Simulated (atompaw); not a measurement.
**Logarithmic derivatives: Pb, PAW (atompaw)**

| Property | Result |
| --- | --- |
| Element | Pb (Z = 82) |
| Generator | atompaw 4.2.0.5 |
| Type | PAW |
| Functional | PBE |
| Relativity | scalar-relativistic |
| Frozen core | [Xe] 4f14 |
| Valence charge | 14 |
| Reference configuration | 5d10 6s2 6p2 |
| Partial waves | 6s (bound): rc 2.85 bohr; 6s channel at 2.5 Ry: rc 2.25 bohr; 6p (bound): rc 2.85 bohr; 6p channel at 3.35 Ry: rc 2.85 bohr; 5d (bound): rc 2.20 bohr; 5d channel at -0.6 Ry: rc 2.20 bohr |
| Local potential | bessel scheme, radius 2.80 bohr |
| Core correction | smooth core density matched at 1.65 bohr |
| Augmentation charge | besselshape compensation charge, radius 2.75 bohr; PAW radius 2.85 bohr; waves and projectors: custom polynom2 7 10 vanderbiltortho |

The phase is arctan(r·u′/u) with u = r·R(r), unwrapped; energies in Ry, scanned from -4 to 5 Ry. A pole is an energy at which the radial function vanishes at the test radius. The pseudo phase is shifted by a multiple of π to meet the all-electron one at the reference energy, and phase errors are pseudo minus all-electron; the curves can meet again beyond the range given. Levels narrower than the energy grid can be missing from the lists of poles.

| channel | radius (bohr) | reference energy (Ry) | poles, all-electron | poles, pseudo | unbroken range about the reference energy with phases within 0.05 rad | phase error 1 Ry above the reference energy (rad) |
| --- | --- | --- | --- | --- | --- | --- |
| s | 2.86 | -0.88 | -0.07 | -0.07 | the whole range | -0.000 |
| p | 2.86 | -0.26 | 1.40 | 1.39 | below 4.6 | -0.000 |
| d | 2.86 | -1.56 | -1.48, 3.78 | -1.48, 4.37 | below 1.0 | +0.000 |

Phases in the p channel:

| E (Ry) | all-electron | pseudo |
| --- | --- | --- |
| -4.00 | 1.379 | 1.379 |
| -3.52 | 1.363 | 1.363 |
| -3.04 | 1.342 | 1.342 |
| -2.56 | 1.314 | 1.314 |
| -2.08 | 1.273 | 1.273 |
| -1.60 | 1.205 | 1.205 |
| -1.12 | 1.072 | 1.072 |
| -0.64 | 0.695 | 0.694 |
| -0.16 | -0.530 | -0.530 |
| 0.32 | -1.245 | -1.245 |
| 0.80 | -1.454 | -1.454 |
| 1.28 | -1.553 | -1.553 |
| 1.76 | -1.618 | -1.619 |
| 2.24 | -1.673 | -1.674 |
| 2.72 | -1.731 | -1.731 |
| 3.20 | -1.807 | -1.807 |
| 3.68 | -1.932 | -1.933 |
| 4.16 | -2.223 | -2.229 |
| 4.64 | -3.143 | -3.194 |
